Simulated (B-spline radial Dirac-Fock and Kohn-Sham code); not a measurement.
Cu⁴⁺ 2p3/2: cross section and angular parameters

System: the Cu⁴⁺ ion, 1s2 2s2 2p6 3s2 3p6 3d7; threshold 1016.1 eV (orbital energy of the model). Calculated with a radial atomic solver, using Dirac-Hartree-Slater photoionisation with a Latter tail; cross sections with all multipoles, angular parameters from the dipole term and its interference with E2.

Input of the calculation (task.json; shells as n, l, electrons):

```json
{"items": [{
  "Z": 29,
  "q": 4,
  "cfg": [[1, 0, 2], [2, 0, 2], [2, 1, 6], [3, 0, 2], [3, 1, 6], [3, 2, 7]],
  "A": 63,
  "rrms": 3.8823,
  "do": "xps",
  "hv": [58.1, 60, 73.4, 90.0, 101.0, 104.0, 161.0, 200, 300, 318.0, 358.0, 489.0, 577.0, 751.0, 769.0, 990.0, 1180.0, 1200.0, 1253.6, 1570.0, 1760.0, 2000, 2590.0, 3450.0, 4000, 4530.0, 5414.7, 8047.8, 8480.0, 9960.0]
}]}
```

Command: `python xray2_run.py task.json out`

For linearly polarised light dσ/dΩ = σ/(4π) [1 + β P₂(cos θ) + (δ + γ cos²θ) sin θ cos φ], with θ from the polarisation vector and φ the angle between the beam and the projection of the electron momentum on the plane normal to the polarisation.

```tsv
hν (eV)	σ (kb)	β	γ	δ
1180	414	1.259	-0.103	0.011
1200	396	1.283	-0.092	0.012
1253.6	353	1.335	-0.060	0.014
1570	197	1.453	0.132	0.023
1760	145	1.468	0.233	0.026
2000	102	1.466	0.344	0.030
2590	48.5	1.424	0.565	0.040
3450	20.7	1.339	0.797	0.056
4000	13.1	1.284	0.911	0.067
4530	8.91	1.233	1.003	0.078
5414.7	?	?	?	?
8047.8	1.39	0.960	1.368	0.151
8480	1.16	0.933	1.396	0.160
9960	0.676	0.851	1.477	0.190
```

Task: Give the values at Cr Kα (5414.7 eV).

Result: σ = 5.06 kb, β = 1.153, γ = 1.126, δ = 0.097.
